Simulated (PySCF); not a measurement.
Electron correlation in Mg (magnesium, neutral)

[Ne] 3s1 3p1, high-spin 3P determinant (an excited configuration). Computed with PySCF 2.14 in ANO-RCC-VTZP (5s4p2d1f, 34 functions), with scalar relativity by spin-free X2C-1e. Frozen: 1s2; 10 electrons correlated.

MP2 pair energies summed by pair of shells (mhartree):

| pair | energy | share (%) |
| --- | --- | --- |
| 2p-2p | -172.42 | 72.4 |
| 2s-2p | -47.77 | 20.1 |
| 2s-2s | -8.18 | 3.4 |
| 2p-3s | -4.98 | 2.1 |
| 2p-3p | -2.18 | 0.9 |
| 3s-3p | -1.86 | 0.8 |
| 2s-3s | -0.43 | 0.2 |
| 2s-3p | -0.31 | 0.1 |

Total MP2 correlation energy: -238.13 mhartree.

Same-spin part -67.11 and opposite-spin part -171.01 mhartree; SCS-MP2 scales them by 1/3 and 6/5 to -227.59 mhartree.

The basis was made for the ground configuration and has no added diffuse functions, which can raise the energy of the promoted electron.
